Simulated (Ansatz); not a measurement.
Species: BN, net charge 0, triplet state. 
Geometry from a B3LYP-D3(BJ)/def2-TZVP (Ansatz, a program for electronic structure) optimisation:
SMILES: [B]=[N]
```xyz
2

B      0.0000     0.0000    -0.7688
N      0.0000     0.0000     0.5492
```
Charge 0, spin multiplicity 3.

Total electronic energies in hartree. Cores are frozen in the correlated levels unless marked. UHF or UKS for open shells. No spin-orbit coupling. Non-relativistic. Basis-set limits of correlation are two-point, X^-3; Hartree-Fock from the larger set (for Q and 5 zeta extrapolated as (X+1)exp(-9√X)). [CCSD(T)-MP2]/basis is that difference in the basis named.

```json
[
 {"level": "HF/cc-pwCVTZ", "program": "Ansatz", "energy (Eh)": "-79.01605"},
 {"level": "revPBE/def2-TZVPD", "program": "Ansatz", "energy (Eh)": "-79.42481"},
 {"level": "MP2/def2-QZVPP", "program": "Ansatz", "energy (Eh)": "-79.25647"},
 {"level": "RI-MP2/CBS(aug-cc-pVTZ,aug-cc-pVQZ)", "program": "Ansatz", "energy (Eh)": "-79.2691"},
 {"level": "SCS-MP2/STO-3G", "program": "Ansatz", "energy (Eh)": "-78.01428"},
 {"level": "SCS-MP2/6-31G*", "program": "Ansatz", "energy (Eh)": "-79.16235"},
 {"level": "CCSD/CBS(aug-cc-pVTZ,aug-cc-pVQZ)", "program": "Ansatz", "energy (Eh)": "-79.2830"},
 {"level": "RI-MP2/CBS(def2-TZVPP,def2-QZVPP)+[CCSD(T)-MP2]/def2-QZVPP", "program": "Ansatz", "energy (Eh)": "-79.2987"},
 {"level": "CCSD(T)/CBS(cc-pVQZ,cc-pV5Z)", "program": "Ansatz", "energy (Eh)": "-79.2981"}
]
```

Totals of different functionals don't rank their quality; only differences between species are comparable.
